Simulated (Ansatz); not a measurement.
A run on `C[S][Sn][NH2]` with other settings.

```yaml
crystal:
  periodic: [false, false, false]
  atoms:
    - {symbol: C, position_ang: [-0.954900, 0.380426, 0.973855]}
    - {symbol: S, position_ang: [0.668730, 0.288334, 1.772203]}
    - {symbol: Sn, position_ang: [2.245955, -0.372421, 0.037244]}
    - {symbol: N, position_ang: [0.911724, -0.492347, -1.469428]}
    - {symbol: H, position_ang: [-1.675861, 0.673955, 1.736936]}
    - {symbol: H, position_ang: [-0.964368, 1.130517, 0.182227]}
    - {symbol: H, position_ang: [-1.253096, -0.588139, 0.570916]}
    - {symbol: H, position_ang: [-0.079054, -0.315781, -1.417638]}
    - {symbol: H, position_ang: [1.189469, -0.750844, -2.403316]}
basis:
  gaussian: {orbitals: def2-TZVPD}
magnetization: {spin_polarized: true, initial_magnetization: 2}
hamiltonian: {xc: {name: r2SCANh}, dispersion: d3bjatm, pseudopotentials: {relativity: scalar}}
scf: {lower_state_search: full}
```

```sh
$ ansatz run in.yaml --threads 4 --pin off --events-out ev --progress --plain --max-ram 10444MiB
```

Shortened log:

```
Functional definition: r2SCANh
1310 factors; their error is unknown
mean field evaluation 1: about -19289.2297 eV, gradient 5.6e1 eV
mean field evaluation 2: about -19225.3933 eV, gradient 1.1e2 eV
mean field evaluation 4: about -19301.4663 eV, gradient 1.1e1 eV
mean field evaluation 8: about -19302.1404 eV, gradient 2.5e-1 eV
mean field evaluation 16: about -19302.1691 eV, gradient 2.7e-3 eV
mean field evaluation 32: about -19302.1691 eV, gradient 5.4e-5 eV
mean field -19302.16911910 eV, -709.3416316469 hartree, gradient 1.5e-5 eV, S^2 2.007699; 9 other end points of the search recorded, 0 dependent functions left out
reference -19302.16914114 eV, -709.3416324566 hartree; 29, 27 occupied and 192, 194 virtual orbitals, 1310 factors
Total energy: -19302.23996740 eV, -709.3442352739 hartree
Relativity: scalar
```

Run time 48 s (4 threads of an Arm Neoverse V2 on a shared host); peak host memory 1.2 GiB.
